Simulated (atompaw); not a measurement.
Eu (Z = 63): one change to a PAW (atompaw) potential, before and after

atompaw 4.2.0.5 input, output lines left out:

```
Eu 63
LDA-PW scalarrelativistic loggrid 2001 logderivrange -6 5 276
6 6 5 4 0 0
6 1 0
5 2 1
4 3 6
0 0 0
c
c
c
c
v
v
c
c
c
v
v
c
c
v
v
3
2.90 2.70 1.95 2.65
n
n
y
1.45
n
y
-0.25
n
custom polynom gramschmidtortho sinc
4 0.5 vpsmatchnc
2.25
1.95
2.40
2.90
2.90
2.90
0.80
0.80
```

All-electron outer shells of the reference configuration (LDA (PW92), scalar-relativistic, ld1.x):

```json
{"shell": "4p", "level (eV)": "-264.77", "outermost node (bohr)": "0.30", "outermost maximum (bohr)": "0.55"}
{"shell": "4d", "level (eV)": "-141.45", "outermost node (bohr)": "0.27", "outermost maximum (bohr)": "0.57"}
{"shell": "5s", "level (eV)": "-48.35", "outermost node (bohr)": "0.67", "outermost maximum (bohr)": "1.21"}
{"shell": "5p", "level (eV)": "-26.73", "outermost node (bohr)": "0.72", "outermost maximum (bohr)": "1.38"}
{"shell": "4f", "level (eV)": "-8.57", "outermost node (bohr)": "–", "outermost maximum (bohr)": "0.58"}
{"shell": "6s", "level (eV)": "-4.20", "outermost node (bohr)": "1.63", "outermost maximum (bohr)": "3.38"}
{"shell": "5d", "level (eV)": "-2.79", "outermost node (bohr)": "0.81", "outermost maximum (bohr)": "2.00"}
{"shell": "6p", "level (eV)": "-1.39", "outermost node (bohr)": "1.96", "outermost maximum (bohr)": "4.63"}
```

Change: local potential ultrasoft scheme with l = 4 at 0.5 Ry, radius 1.95 bohr.

Cutoffs: the cutoffs (Ry, on a coarse ladder) from which the occupation-weighted sum of valence levels, in a spherical-Bessel basis at the reference potential, stays within 10 and 1 mRy of its value at 400 Ry; they do not see the model core or the augmentation charge, which bear on the density cutoff.

**Question.** What does the change do?

**Answer.** Both files keep a bound ghost (s); the range in which the d phases agree widens (upper end 2.9 → at the end of the scan).

| quantity | base | changed |
| --- | --- | --- |
| cutoff, loose | 300 Ry | 300 Ry |
| cutoff, tight | over 300 Ry | over 300 Ry |
| loose cutoff by channel (10 mRy a level) | s 15 Ry, p 12 Ry, d 8 Ry, f 200 Ry | s 8 Ry, p 12 Ry, d 8 Ry, f 200 Ry |
| bound ghosts | s | s |
| s: phases at 2.91 bohr within 0.05 rad from the reference energy up to (Ry; the scan ends near 5) | to the end of the scan | to the end of the scan |
| p: phases at 2.91 bohr within 0.05 rad from the reference energy up to (Ry; the scan ends near 5) | 0.6 | 0.8 |
| d: phases at 2.91 bohr within 0.05 rad from the reference energy up to (Ry; the scan ends near 5) | 2.9 | to the end of the scan |
| f: phases at 2.91 bohr within 0.05 rad from the reference energy up to (Ry; the scan ends near 5) | to the end of the scan | 4.4 |
| lowest overlap eigenvalue by channel | s 0.15, p 0.68, d 0.90, f 0.98 | s 0.04, p 0.68, d 0.90, f 1.00 |

 A true bound ghost makes a file unfit for plane-wave use even where its test errors are small: the radial tests pick states by their node count and pass the ghost by. The cutoffs see the waves, projectors and local potential, not the compensation charge or the core.
